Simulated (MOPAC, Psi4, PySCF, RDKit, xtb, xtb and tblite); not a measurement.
Relaxed torsion scan: CH₆OSi, SMILES [SiH3]CO. Scanned: dihedral H4–O1–C2–Si3; all other coordinates were relaxed at GFN2-xTB. Points at φ and −φ are mirror images.

Geometry of the scan point at 140° (Å):
```
9

O     -1.2765     0.7274     0.6858
C     -0.6833    -0.2882    -0.1221
Si     0.7421     0.5719    -1.0555
H     -2.2323     0.6334     0.6812
H     -0.3490    -1.1110     0.5203
H     -1.4133    -0.7052    -0.8208
H      0.1464     1.5899    -1.9211
H      1.6349     1.1851    -0.0777
H      1.4471    -0.4333    -1.8568
```

- GFN2-xTB (xtb and tblite)
- MMFF94 // GFN2-xTB (RDKit)
- B3LYP/def2-TZVP // GFN2-xTB (Psi4)
- B3LYP-D3(BJ)/def2-TZVP // GFN2-xTB (Psi4)
- PBE/def2-TZVP // GFN2-xTB (Psi4)
- PBE-D3(BJ)/def2-TZVP // GFN2-xTB (Psi4)
- MP2/cc-pVTZ = DF-MP2 (frozen core)/cc-pVTZ // GFN2-xTB (Psi4)
- HF/cc-pVTZ // GFN2-xTB (Psi4)
- UFF // GFN2-xTB (RDKit)
- PM7, restricted, heats of formation // GFN2-xTB (MOPAC)
- AM1, restricted, heats of formation // GFN2-xTB (MOPAC)
- GFN1-xTB // GFN2-xTB (xtb)
- RKS-B3LYP/6-31G* = PySCF 2.14.0 with restricted B3LYP/6-31G*, spherical d // GFN2-xTB
- RMP2/6-31G* = restricted MP2 (frozen core)/6-31G*, spherical d // GFN2-xTB in PySCF
- RKS-B3LYP/LANL2DZ = PySCF with restricted B3LYP/LANL2DZ, with its core potentials past Ne // GFN2-xTB
- RKS-M06-2X/6-31G* = restricted M06-2X/6-31G*, spherical d // GFN2-xTB in PySCF

Least-squares fit of E(φ) = a0 + Σ (a_n cos nφ + b_n sin nφ), n = 1 to 4, to the 18 scan points, in kJ/mol above the lowest point of each profile (levels whose profile four harmonics don't fit are not listed):

```json
[
 {"method": "GFN2-xTB", "a0": "3.04", "a1": "0.00", "b1": "0.00", "a2": "-0.11", "b2": "0.00", "a3": "3.01", "b3": "0.00", "a4": "-0.02", "b4": "0.00", "rms of fit": "0.05"},
 {"method": "MMFF94", "a0": "6.29", "a1": "-6.71", "b1": "0.00", "a2": "0.58", "b2": "0.00", "a3": "2.93", "b3": "0.00", "a4": "-0.45", "b4": "0.00", "rms of fit": "0.08"},
 {"method": "B3LYP/def2-TZVP", "a0": "3.18", "a1": "1.26", "b1": "0.00", "a2": "0.17", "b2": "0.00", "a3": "2.26", "b3": "0.00", "a4": "0.11", "b4": "0.00", "rms of fit": "0.03"},
 {"method": "B3LYP-D3(BJ)/def2-TZVP", "a0": "2.81", "a1": "0.88", "b1": "0.00", "a2": "0.17", "b2": "0.00", "a3": "2.27", "b3": "0.00", "a4": "0.12", "b4": "0.00", "rms of fit": "0.03"},
 {"method": "PBE/def2-TZVP", "a0": "2.55", "a1": "-0.20", "b1": "0.00", "a2": "0.26", "b2": "0.00", "a3": "2.30", "b3": "0.00", "a4": "0.12", "b4": "0.00", "rms of fit": "0.04"},
 {"method": "PBE-D3(BJ)/def2-TZVP", "a0": "2.66", "a1": "-0.40", "b1": "0.00", "a2": "0.26", "b2": "0.00", "a3": "2.30", "b3": "0.00", "a4": "0.12", "b4": "0.00", "rms of fit": "0.04"},
 {"method": "MP2/cc-pVTZ", "a0": "3.59", "a1": "1.57", "b1": "0.00", "a2": "0.16", "b2": "0.00", "a3": "2.36", "b3": "0.00", "a4": "0.09", "b4": "0.00", "rms of fit": "0.05"},
 {"method": "HF/cc-pVTZ", "a0": "5.49", "a1": "3.20", "b1": "0.00", "a2": "-0.07", "b2": "0.00", "a3": "2.36", "b3": "0.00", "a4": "0.07", "b4": "0.00", "rms of fit": "0.04"},
 {"method": "UFF", "a0": "4.04", "a1": "2.30", "b1": "0.00", "a2": "1.53", "b2": "0.00", "a3": "3.03", "b3": "0.00", "a4": "-0.24", "b4": "0.00", "rms of fit": "0.02"},
 {"method": "PM7", "a0": "6.08", "a1": "6.82", "b1": "0.00", "a2": "2.65", "b2": "0.00", "a3": "1.69", "b3": "0.00", "a4": "-0.25", "b4": "0.00", "rms of fit": "0.01"},
 {"method": "AM1", "a0": "11.29", "a1": "6.83", "b1": "0.00", "a2": "-2.25", "b2": "0.00", "a3": "2.31", "b3": "0.00", "a4": "0.07", "b4": "0.00", "rms of fit": "0.03"},
 {"method": "GFN1-xTB", "a0": "4.34", "a1": "4.18", "b1": "0.00", "a2": "0.68", "b2": "0.00", "a3": "1.00", "b3": "0.00", "a4": "0.04", "b4": "0.00", "rms of fit": "0.09"},
 {"method": "RKS-B3LYP/6-31G*", "a0": "3.15", "a1": "1.40", "b1": "0.00", "a2": "1.59", "b2": "0.00", "a3": "3.05", "b3": "0.00", "a4": "0.10", "b4": "0.00", "rms of fit": "0.05"},
 {"method": "RMP2/6-31G*", "a0": "4.40", "a1": "2.97", "b1": "0.00", "a2": "1.50", "b2": "0.00", "a3": "3.18", "b3": "0.00", "a4": "0.14", "b4": "0.00", "rms of fit": "0.06"},
 {"method": "RKS-B3LYP/LANL2DZ", "a0": "3.24", "a1": "1.02", "b1": "0.00", "a2": "0.26", "b2": "0.00", "a3": "2.58", "b3": "0.00", "a4": "0.05", "b4": "0.00", "rms of fit": "0.02"},
 {"method": "RKS-M06-2X/6-31G*", "a0": "4.00", "a1": "2.23", "b1": "0.00", "a2": "1.05", "b2": "0.00", "a3": "3.04", "b3": "0.00", "a4": "0.11", "b4": "0.00", "rms of fit": "0.06"}
]
```

MMFF94 has few fitted parameters for silicon.
